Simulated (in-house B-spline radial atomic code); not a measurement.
RPA and G0W0 on r2SCAN0: Re⁷⁺

Configuration [Xe] 4f14, mean-field start r2SCAN0. Computed with a B-spline radial code for spherical atoms: all electrons, scalar-relativistic (spin-free one-electron X2C), finite nucleus, each spin shell either full or empty, empty states to l = 9 with an (l + 1/2)⁻⁴ tail; G0W0 by contour deformation at full frequency.

Without the two-electron picture change, the correlation of inner shells comes somewhat too large for so heavy an element.

Command:
```bash
python run_gw.py task.json out
```
Settings (radii: box in bohr, nucleus in fm):
```
Z                        75
electrons                68
configuration            [Xe] 4f14
hamiltonian              x2c
method                   r2scan0
lmax                     9
rms_radius               5.3698
spin_polarised           False
box_radius               8.41
intervals                66
```

Cost of the run: 5.3 s on 1 thread of Arm Neoverse N1 (shared host).

Energies (hartree):

```json
{"term": "mean-field total", "value": "-16682.70954"}
{"term": "Hartree-Fock functional on these orbitals", "value": "-16677.77971"}
{"term": "direct second order", "value": "-7.0536"}
{"term": "second-order exchange", "value": "1.7554"}
{"term": "SOSEX correction", "value": "1.6475"}
```

Q: What is the RPA correlation energy, and what remains with SOSEX?

A: RPA gives -6.1676 hartree (-2.47 eV per electron); RPA + SOSEX gives -4.5201, and the second-order doubles -5.2982 hartree (no singles). SOSEX takes back 27 % of the RPA value.

Quasi-particle levels (eV):

```
level  occupied  mean field  Σx - vxc     Σc  QP weight     G0W0
   5p       yes     -142.11     -5.71      ?          ?        ?
   4f       yes     -143.73    -13.72   4.02      0.952  -153.44
   5d        no      -86.78      6.55  -1.92      0.979   -82.15
```

G0W0 = mean field + (Σx - vxc) + Σc, with Σc (partial-wave tail included) taken at the quasi-particle energy. Only the outer levels were computed. Levels of low weight are left out.

Q: Where does G0W0 put 5p?

A: At -148.74 eV, with Σc = -0.92 eV and a quasi-particle weight of 0.971. The tabulated removal energy is 144.4 ± 0.4 eV (NIST, semi-empirical); the calculation leaves out spin-orbit coupling, Breit and QED terms, and what these don't explain is the method's own error.
